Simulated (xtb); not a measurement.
Species: C3H9B, SMILES `CB(C)C` (charge 0, multiplicity 1).

Problem. Give a relaxed geometry from GFN2-xTB in xtb 6.7.1.

Solution. the end point of this relaxation (outside a Z-matrix the atoms follow the SMILES, hydrogens last).
Z-matrix (Å, degrees):
```
B
C 1 1.5775
H 2 1.0876 1 114.29
H 2 1.0891 3 108.05 1 125.37
H 2 1.0907 3 107.16 4 113.47
C 1 1.5776 2 120.09 3 168.85
H 6 1.0874 1 114.34 2 4.77
H 6 1.0892 7 107.86 1 -124.46
H 6 1.0901 7 107.40 8 -113.40
C 1 1.5778 2 119.90 3 -10.98
H 10 1.0873 1 114.39 2 -172.79
H 10 1.0887 11 107.90 1 -124.56
H 10 1.0901 11 107.37 12 -113.40
```
